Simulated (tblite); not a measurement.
Compound: C5H9ClOSi.
Atom-mapped SMILES: `[O:1]=[CH:2][C@@H:3]1[CH2:4][SiH2:5][C@H:6]([Cl:7])[CH2:8]1` (hydrogens: H9 on C2; H10 on C3; H11, H12 on C4; H13, H14 on Si5; H15 on C6; H16, H17 on C8)

Computed with GFN2-xTB (tblite), gas phase: L-BFGS steps from a force-field or distance-geometry start until the largest atomic force falls under 0.01 eV/Å.

Step 65: E = -697.1481 eV
```
atom  x, y, z in Å  |  force x, y, z in eV/Å
O1     -0.6992   -1.2954    2.0715    0.011   0.001  -0.043
C2     -1.2648   -0.7985    1.1385    0.006  -0.003   0.014
C3     -0.7462   -0.7501   -0.2784   -0.012  -0.020  -0.007
C4      0.7021   -1.2336   -0.3658    0.014  -0.021   0.001
Si5     1.7460    0.2885    0.1009    0.010   0.000   0.003
C6      0.2519    1.4899   -0.0819   -0.008   0.028   0.047
Cl7    -0.3714    1.9055    1.5532    0.017  -0.013  -0.029
C8     -0.8042    0.6821   -0.8170   -0.012   0.013  -0.006
H9     -2.2810   -0.3693    1.2406   -0.004   0.002   0.018
H10    -1.4187   -1.3895   -0.8638   -0.020  -0.010  -0.001
H11     0.9137   -1.5720   -1.3801    0.014  -0.002   0.007
H12     0.8511   -2.0830    0.2978   -0.005   0.005   0.008
H13     2.7420    0.6114   -0.9247    0.020  -0.004   0.001
H14     2.2834    0.2954    1.4516   -0.002   0.011   0.020
H15     0.4392    2.4447   -0.5692    0.006  -0.007  -0.012
H16    -1.8002    1.1135   -0.7039   -0.019   0.015   0.008
H17    -0.5508    0.6725   -1.8792   -0.014   0.007  -0.029
```

Step 66: E = -697.1484 eV
```
atom  x, y, z in Å  |  force x, y, z in eV/Å
O1     -0.6824   -1.2803    2.0736    0.010  -0.004  -0.030
C2     -1.2590   -0.7958    1.1410    0.010  -0.002   0.007
C3     -0.7477   -0.7518   -0.2785   -0.002  -0.007  -0.011
C4      0.7006   -1.2340   -0.3723    0.008  -0.015   0.003
Si5     1.7432    0.2843    0.1071   -0.002   0.018   0.006
C6      0.2516    1.4890   -0.0826   -0.018   0.014   0.016
Cl7    -0.3742    1.9167    1.5467    0.008  -0.013  -0.007
C8     -0.8055    0.6806   -0.8175   -0.010   0.012  -0.007
H9     -2.2783   -0.3742    1.2464    0.003  -0.002   0.018
H10    -1.4229   -1.3916   -0.8600   -0.021  -0.008  -0.007
H11     0.9108   -1.5622   -1.3899    0.014  -0.003  -0.005
H12     0.8532   -2.0888    0.2822   -0.010  -0.013   0.024
H13     2.7470    0.6105   -0.9089    0.027  -0.004  -0.007
H14     2.2695    0.2871    1.4619   -0.001   0.009   0.026
H15     0.4416    2.4408   -0.5747    0.013  -0.008  -0.017
H16    -1.8018    1.1118   -0.7041   -0.014   0.017   0.007
H17    -0.5526    0.6700   -1.8802   -0.017   0.009  -0.017
```

Step 67: E = -697.1486 eV
```
atom  x, y, z in Å  |  force x, y, z in eV/Å
O1     -0.6624   -1.2626    2.0768   -0.018   0.014  -0.061
C2     -1.2522   -0.7931    1.1441    0.031  -0.017   0.030
C3     -0.7494   -0.7537   -0.2785    0.005   0.003  -0.010
C4      0.6990   -1.2347   -0.3797    0.006  -0.014   0.002
Si5     1.7398    0.2802    0.1147   -0.006   0.025   0.010
C6      0.2508    1.4885   -0.0836   -0.017   0.000  -0.017
Cl7    -0.3779    1.9308    1.5391    0.001  -0.011   0.010
C8     -0.8072    0.6792   -0.8180   -0.008   0.008  -0.006
H9     -2.2760   -0.3820    1.2527    0.020  -0.010   0.020
H10    -1.4281   -1.3936   -0.8559   -0.017  -0.003  -0.008
H11     0.9071   -1.5505   -1.4020    0.012  -0.001   0.005
H12     0.8552   -2.0968    0.2644   -0.016  -0.012   0.023
H13     2.7533    0.6100   -0.8908    0.023  -0.006  -0.004
H14     2.2539    0.2767    1.4745   -0.004   0.008   0.018
H15     0.4455    2.4361   -0.5824    0.014  -0.012  -0.015
H16    -1.8036    1.1104   -0.7041   -0.006   0.017   0.005
H17    -0.5549    0.6671   -1.8812   -0.019   0.012  -0.003
```

Question: Estimate the geometry and energy of step 68. (The exact step hangs on the optimiser's Hessian estimate; all steps are aligned on step 67, rigid shifts and turns removed.)

Answer: E = -697.1488 eV, largest force 0.071 eV/Å
```
atom  x, y, z in Å  |  force x, y, z in eV/Å
O1     -0.6526   -1.2540    2.0745    0.032  -0.029   0.041
C2     -1.2496   -0.7928    1.1440   -0.006   0.011  -0.048
C3     -0.7506   -0.7553   -0.2798    0.011   0.027  -0.021
C4      0.6984   -1.2352   -0.3829   -0.012   0.019   0.012
Si5     1.7381    0.2783    0.1181   -0.014   0.030   0.008
C6      0.2504    1.4886   -0.0832   -0.010  -0.030  -0.064
Cl7    -0.3761    1.9390    1.5351   -0.017  -0.005   0.043
C8     -0.8089    0.6791   -0.8176   -0.004  -0.001  -0.005
H9     -2.2754   -0.3876    1.2559    0.019  -0.006   0.014
H10    -1.4305   -1.3952   -0.8558   -0.013   0.003  -0.011
H11     0.9066   -1.5467   -1.4056    0.016  -0.007  -0.019
H12     0.8565   -2.0981    0.2581   -0.018  -0.038   0.038
H13     2.7572    0.6072   -0.8819    0.022  -0.004  -0.005
H14     2.2455    0.2738    1.4804   -0.003   0.006   0.019
H15     0.4478    2.4331   -0.5863    0.016  -0.004  -0.019
H16    -1.8054    1.1100   -0.7012    0.003   0.013   0.001
H17    -0.5584    0.6678   -1.8818   -0.022   0.016   0.016
```

The energy changes by -0.0002 eV. The first-order estimate −F·Δx gives -0.0004 eV and the mean of the old and new forces, exact on a quadratic surface, -0.0002 eV. The step makes an angle of 82° with the force vector and moves no atom by more than 0.013 Å.

What follows is the cost of the whole relaxation. On Arm Neoverse N1, one thread (shared host), this took 1.1 s wall.
